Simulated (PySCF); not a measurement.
H₃BCl₂Ge (SMILES Cl[B](Cl)[GeH3]), singlet, geometry from GFN2-xTB; DF-HF/def2-QZVP in PySCF.

Input for PySCF:
```python
from pyscf import gto, scf

mol = gto.M(
    atom='''
B    -0.46129431    0.17868778   -0.30324535
Cl   -1.86420937   -0.78404794   -0.43916434
Cl   -0.44410584    1.71556602   -1.04769960
Ge    1.14630374   -0.46325254    0.73806389
H     1.26416993    0.17872320    2.07886353
H     1.15331530   -1.92681601    1.01402504
H     2.44862552   -0.15707250    0.08198032
''',
    basis='def2-qzvp',
    verbose=4,
    max_memory=1800,
)

mf = scf.RHF(mol)
mf = mf.density_fit(auxbasis='def2-universal-jkfit')
mf.kernel()
```

Write the output that PySCF gives for this input, abridged.


```
PySCF version 2.14.0

[INPUT] verbose = 4
[INPUT] num. atoms = 7
[INPUT] num. electrons = 74
[INPUT] charge = 0
[INPUT] spin (= nelec alpha-beta = 2S) = 0
[INPUT] symmetry False subgroup None
[INPUT] Mole.unit = angstrom
[INPUT] Symbol           X                Y                Z      unit          X                Y                Z       unit  Magmom
[INPUT]  1 B     -0.461294310000   0.178687780000  -0.303245350000 AA   -0.871719908720   0.337670966007  -0.573050660048 Bohr   0.0
[INPUT]  2 Cl    -1.864209370000  -0.784047940000  -0.439164340000 AA   -3.522845148148  -1.481635875129  -0.829900326275 Bohr   0.0
[INPUT]  3 Cl    -0.444105840000   1.715566020000  -1.047699600000 AA   -0.839238407920   3.241949926410  -1.979865304816 Bohr   0.0
[INPUT]  4 Ge     1.146303740000  -0.463252540000   0.738063890000 AA    2.166200124165  -0.875420427109   1.394738614531 Bohr   0.0
[INPUT]  5 H      1.264169930000   0.178723200000   2.078863530000 AA    2.388934942611   0.337737900106   3.928482722047 Bohr   0.0
[INPUT]  6 H      1.153315300000  -1.926816010000   1.014025040000 AA    2.179450052271  -3.641154551327   1.916229609051 Bohr   0.0
[INPUT]  7 H      2.448625520000  -0.157072500000   0.081980320000 AA    4.627231614421  -0.296824006701   0.154920352404 Bohr   0.0

nuclear repulsion = 375.279312823539
number of shells = 116
number of NR pGTOs = 540
number of NR cGTOs = 362
basis = def2-qzvp
ecp = {}

******** <class 'pyscf.df.df_jk.DFRHF'> ********
method = DFRHF
initial guess = minao
damping factor = 0
level_shift factor = 0
DIIS = <class 'pyscf.scf.diis.CDIIS'>
diis_start_cycle = 1
diis_space = 8
diis_damp = 0
SCF conv_tol = 1e-09
SCF conv_tol_grad = None
SCF max_cycles = 50
direct_scf = False
Set gradient conv threshold to 3.16228e-05
Initial guess from minao.
******** <class 'pyscf.df.df.DF'> ********
auxbasis = def2-universal-jkfit
init E= -3019.56607050312
  HOMO = -0.29398746271698  LUMO = 0.00650534034810346  gap/eV = 8.17683
cycle= 1 E= -3020.87737656926  delta_E= -1.31  |g|= 0.685  |ddm|= 2.06
  HOMO = -0.449871042227077  LUMO = -0.00886124919429315  gap/eV = 12.00049
cycle= 2 E= -3020.93367246187  delta_E= -0.0563  |g|= 0.437  |ddm|= 0.596
  HOMO = -0.4114638737826  LUMO = 0.0500692951731951  gap/eV = 12.55896
cycle= 3 E= -3020.95673174135  delta_E= -0.0231  |g|= 0.0638  |ddm|= 0.221
  HOMO = -0.413072659629268  LUMO = 0.0545116966554321  gap/eV = 12.72362
cycle= 4 E= -3020.95807679958  delta_E= -0.00135  |g|= 0.0183  |ddm|= 0.0706
  HOMO = -0.41649731062865  LUMO = 0.0523220819202811  gap/eV = 12.75723
cycle= 5 E= -3020.95823766357  delta_E= -0.000161  |g|= 0.00863  |ddm|= 0.0263
  HOMO = -0.416027800876326  LUMO = 0.0535681782230624  gap/eV = 12.77836
cycle= 6 E= -3020.95826329398  delta_E= -2.56e-05  |g|= 0.00171  |ddm|= 0.00864
  HOMO = -0.416021534213271  LUMO = 0.0536387340536809  gap/eV = 12.78011
cycle= 7 E= -3020.95826538827  delta_E= -2.09e-06  |g|= 0.000468  |ddm|= 0.00306
  HOMO = -0.41604294375862  LUMO = 0.0536262155872293  gap/eV = 12.78035
cycle= 8 E= -3020.95826555087  delta_E= -1.63e-07  |g|= 9.98e-05  |ddm|= 0.000943
  HOMO = -0.416040102401413  LUMO = 0.0536253723728638  gap/eV = 12.78025
cycle= 9 E= -3020.95826555764  delta_E= -6.77e-09  |g|= 3.71e-05  |ddm|= 0.000157
  HOMO = -0.416037482560646  LUMO = 0.053625391131862  gap/eV = 12.78018
cycle= 10 E= -3020.95826555855  delta_E= -9.11e-10  |g|= 8.49e-06  |ddm|= 5.75e-05
  HOMO = -0.416037639127363  LUMO = 0.0536245350358537  gap/eV = 12.78016
Extra cycle  E= -3020.9582655586  delta_E= -5.5e-11  |g|= 3.98e-06  |ddm|= 1.18e-05
converged SCF energy = -3020.9582655586
```
